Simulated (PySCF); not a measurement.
Cartesian coordinates in Å; atom numbers follow the order of the lines, from 1:
```xyz
13

F    -2.1186   -0.2883   -1.0500
C    -1.2220   -0.0051   -0.0523
C    -0.4479    1.2592   -0.2968
C     0.8410    1.0883   -0.0583
C     1.1655   -0.3141    0.3625
C    -0.1250   -1.0919    0.0642
F     0.0062   -1.7499   -1.1343
H    -1.8125    0.0571    0.8740
H    -0.9446    2.1555   -0.6188
H     1.6059    1.8400   -0.1352
H     1.4113   -0.3572    1.4249
H     2.0005   -0.7309   -0.2017
H    -0.3642   -1.8623    0.8040
```

Geometry: GFN2-xTB; GIAO shifts from PySCF 2.14.0 with density-fitted response routines, gas phase, non-relativistic, averaged over equivalent atoms.

At PBE0/ANO-RCC-VDZP (128 basis functions, 13 s wall time on 1 thread of an AMD EPYC 9R45 96-Core, shared host):
```
atoms  δ (ppm)
   F7   -227.6
   F1   -230.3
   C4    135.2
   C3    133.4
   C2     98.7
   C6     92.6
   C5     42.0
  H10     6.33
   H9     6.24
   H8     5.62
  H13     5.16
  H12     2.69
  H11     2.68
```

Chemical shifts δ = σref − σ; 19F (179.08 ppm) against CFCl3; 13C (190.39 ppm) and 1H (31.76 ppm) against TMS, all at this level.

Q: Estimate the result of repeating the calculation with PBE0/pcSseg-1.

A: 
| atoms | δ at PBE0/pcSseg-1 | change |
| --- | --- | --- |
| F7 | -221.1 | +6.5 |
| F1 | -232.7 | -2.4 |
| C4 | 140.1 | +4.9 |
| C3 | 138.8 | +5.4 |
| C2 | 99.9 | +1.2 |
| C6 | 92.7 | +0.1 |
| C5 | 44.6 | +2.6 |
| H10 | 6.20 | -0.13 |
| H9 | 6.24 | +0.00 |
| H8 | 5.64 | +0.02 |
| H13 | 5.27 | +0.11 |
| H12 | 2.88 | +0.19 |
| H11 | 2.67 | -0.01 |

Shifts are taken against calculated references (same method and geometry level): 19F (σref 170.95) against CFCl3; 13C (σref 186.93), 1H (σref 31.72) vs TMS.

The largest change is at F7 (fluorine on an sp3 carbon). Cost: 149 basis functions, 20 s wall time on 1 thread of an x86-64 server CPU, shared host. The order of the carbon signals is the same at both levels.

Unscaled 19F shifts against computed CFCl3 carry errors that often reach 10 to 50 ppm.
